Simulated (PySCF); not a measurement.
A side-by-side comparison of computed properties.

First species: C₆H₁₀FN.
InChI=1S/C6H10FN/c1-3-4-6(7)5-8-2/h3,6H,1-2,4-5H2/t6-/m1/s1

Second species: C4H3NO2.
Geometry (GFN2-xTB, Å), atoms numbered from 1 in this order:
```xyz
10
C4H3NO2 angstrom
N      2.9010    0.2907    0.3645
C      1.8655    0.1769   -0.1032
C      0.5373    0.0362   -0.6522
O     -0.3291    1.1500   -0.3882
C     -1.2267    0.3745    0.4108
C     -0.4039   -0.8638    0.1627
O     -0.4421   -2.0160    0.4437
H      0.6002   -0.2072   -1.7202
H     -2.2424    0.3580    0.0062
H     -1.2510    0.7054    1.4534
```

Levels: PBE0/def2-SVPD for dipole moment, HOMO energy, LUMO energy, HOMO–LUMO gap, static isotropic polarisability and electronic spatial extent ⟨r²⟩ about the centre of nuclear charge; TDDFT PBE0/def2-SVPD for lowest singlet excitation; TDA PBE0/def2-SVPD for lowest triplet excitation (Tamm–Dancoff); GFN2-xTB for rotational constant A and rotational constant C. Geometries: GFN2-xTB. Each structure is a single optimised conformer of the isolated species, non-relativistic unless stated. Electronic properties by PySCF.

Dipoles, sizes and rotational constants follow the conformer. The torsions of the flexible species, by atom-mapped SMILES:
- `[CH2:1]=[CH:2][CH2:3][C@@H:4]([F:5])[CH2:6][N:7]=[CH2:8]`: C1–C2–C3–C4 121°, C2–C3–C4–F5 61°, C3–C4–C6–N7 -51°, C4–C6–N7–C8 -116°

Question: Which has the higher rotational constant C?

Answer: The second: 1.778 GHz against 0.950 GHz, a difference of 0.828 GHz.

Question: Which has the higher HOMO–LUMO gap?

Answer: The first: 6.76 eV against 6.57 eV, a difference of 0.19 eV.

Question: Which of the two has the higher LUMO energy, and by how much?

Answer: The first: -0.51 eV against -2.03 eV, a difference of 1.52 eV.

Question: Which has the higher rotational constant A?

Answer: The first: 4.664 GHz against 4.593 GHz, a difference of 0.071 GHz.

Question: Which has the higher dipole moment?

Answer: The second: 3.73 D against 1.63 D, a difference of 2.10 D.

Question: Which has the higher HOMO energy?

Answer: The first: -7.27 eV against -8.60 eV, a difference of 1.33 eV.

Question: Which has the higher S1 energy?

Answer: The first: 4.88 eV against 4.38 eV, a difference of 0.50 eV.

Question: Which has the higher static isotropic polarisability?

Answer: The first: 83.3 au against 54.1 au, a difference of 29.2 au.

On the first: No computed singlet falls in the visible range (750 to 380 nm, 1.65 to 3.26 eV); S1 lies 1.62 eV above its blue end.

On the second: S1 lies 2.19 eV below the HOMO–LUMO gap; its leading configuration is HOMO→LUMO, weight 0.95. A dipole of 3.73 D is allowed in C1, and pure rotational transitions are dipole-allowed.
